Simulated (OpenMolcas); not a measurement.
## Ionisation energies of iron

```yaml
Program: OpenMolcas
Basis: ANO-RCC-VTZP [6s5p3d2f1g]
Scalar_Hamiltonian: DKH2, point nucleus
Spin-orbit_coupling: state interaction with AMFI integrals over the reference wave functions, term energies averaged over their components
```

Active shells in each charge state: the valence d, s shells, with orbitals averaged over the low states. Where CASPT2's correlated closed shells are named, they are those of the first ion.

A. CASSCF
B. SS-CASPT2, IPEA 0.25 Eh, imaginary shift 0.1 Eh (closed shells correlated: 3s 3p)
C. SS-CASPT2, IPEA 0.25 Eh, imaginary shift 0.1 Eh (closed shells correlated: 2s 2p 3s 3p)
D. SS-CASPT2, IPEA 0 Eh, imaginary shift 0.1 Eh (closed shells correlated: 3s 3p)

Energies in eV between the lowest computed levels, named as in B; reference values from the NIST Atomic Spectra Database with their kind.

```csv
From,To,A,B,C,D,Spin-orbit share in B,Reference
Fe 3d⁶ 4s² ⁵D₄,Fe+ 3d⁶ 4s ⁶D_9/2,5.229,8.439,8.445,8.540,-0.004,7.902 (measured)
Fe+ 3d⁶ 4s ⁶D_9/2,Fe2+ 3d⁶ ⁵D₄,15.357,16.109,16.110,16.158,-0.001,16.199 (measured)
```

Error against the reference values, in %:

```tsv
From	Reference	A	B	C	D
Fe	measured	-33.8	+6.8	+6.9	+8.1
Fe+	measured	-5.2	-0.6	-0.5	-0.3
```

Mean absolute error over the 2 measured values: A 1.76 eV, B 0.31 eV, C 0.32 eV, D 0.34 eV.

The lowest level within the active space need not be the ion's true ground level.
